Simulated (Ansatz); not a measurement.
Born–Oppenheimer molecular dynamics of C3H9ClSi (14 atoms, charge 0, multiplicity 1). It starts at the highest image of a converged band. Of that band: Beside the main top the profile has a ripple of under 15 meV (maxima at images 1, 3), which may be a very shallow well or noise. Neighbouring images differ by up to 4.5 eV, so the band resolves the path poorly. A vibrational analysis at the climbing image gives one clearly imaginary mode, 1154i cm⁻¹: a first-order saddle point.

The calculation used UKS PBE0-D4/6-31G (Ansatz).

* ensemble: NVE (velocity Verlet)
* time step: 0.5 fs
* steps asked: 200
* starting velocities drawn for: 300 K
* seed: 10716

First frame:

```xyz
14
Properties=species:S:1:pos:R:3
Si 0.095 0.818 1.029
C -0.248 -0.218 -0.878
C -0.994 -1.499 -0.514
C 1.776 1.274 0.626
H 0.901 0.036 -0.308
H -0.082 -0.324 1.974
Cl -1.859 1.921 1.177
H 0.425 -0.408 -1.736
H -0.904 0.579 -1.245
H -1.826 -1.299 0.168
H -0.329 -2.222 -0.029
H -1.408 -1.974 -1.409
H 2.508 1.442 1.414
H 1.945 1.875 -0.269
```

Question: How far do the bonds stretch over the last three quarters of this one trajectory? (Pairs bonded in most of those frames.)

Answer: 
```
   bond  mean (Å)  spread (Å)  shortest  longest
 Si1–C2     1.947       0.192      1.70     2.26
 Si1–C4     2.041       0.170      1.72     2.24
 Si1–H6     1.509       0.013      1.49     1.53
Si1–Cl7     2.244       0.063      2.09     2.33
  C2–C3     1.556       0.058      1.46     1.66
  C2–H8     1.101       0.009      1.08     1.12
  C2–H9     1.102       0.014      1.08     1.13
 C3–H10     1.099       0.007      1.08     1.11
 C3–H11     1.099       0.010      1.08     1.13
 C3–H12     1.098       0.018      1.06     1.13
 C4–H13     1.104       0.038      1.03     1.17
 C4–H14     1.102       0.038      1.03     1.17
```

Mean temperature of the second half: 1574 K. The conserved energy stayed within 2.9 meV per atom of its start (net change -2.5 meV per atom), so there is no drift, though single steps change it by up to 44 meV in the whole system, a sign of fast motions only just resolved. The kinetic energy rose, since the run started high on the potential surface and went downhill. A run of 0.1 ps of so small a system gives no equilibrium averages. The orbitals stay closed-shell, which can raise the energy where a bond breaks towards radicals; this wasn't checked here. Limits of this set-up: no polarisation functions.

Run time: 7.1 min on 2 threads of Intel(R) Xeon(R) 6975P-C (Granite Rapids) (shared host), peak memory 0.29 GiB.
